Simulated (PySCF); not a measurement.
Computed IR spectrum (relative IR intensity) of a molecule C₂H₈O₂Si. The structure is a stationary point at PBE-D3(BJ)/def2-SVP. The values are those of a single conformer. Computed with PySCF 2.14.0 with PBE-D3(BJ)/def2-SVP. Frequencies are harmonic and unscaled.

Lines under 2 % of the strongest are left out, and lines within 2 cm⁻¹ are merged.

| ν (cm⁻¹) | relative intensity |
|---|---|
| 225 | 2.7 |
| 331 | 55 |
| 487 | 4.8 |
| 692 | 11 |
| 704 | 7.3 |
| 744 | 8.6 |
| 821 | 14 |
| 872 | 100 |
| 939 | 33 |
| 1026 | 32 |
| 1108 | 30 |
| 1120 | 56 |
| 1170 | 36 |
| 1333 | 11 |
| 1423 | 2.0 |
| 1426 | 4.1 |
| 2107 | 52 |
| 2144 | 44 |
| 2910 | 30 |
| 2919 | 14 |
| 2977 | 16 |
| 3027 | 3.3 |
| 3035 | 11 |
| 3694 | 8.4 |

Pick the molecule that these values belong to.
A) CO[Si@@H](C)O
B) OC[SiH2]CO
C) COC[SiH2]O
D) CO[SiH2]CO

D, CO[SiH2]CO
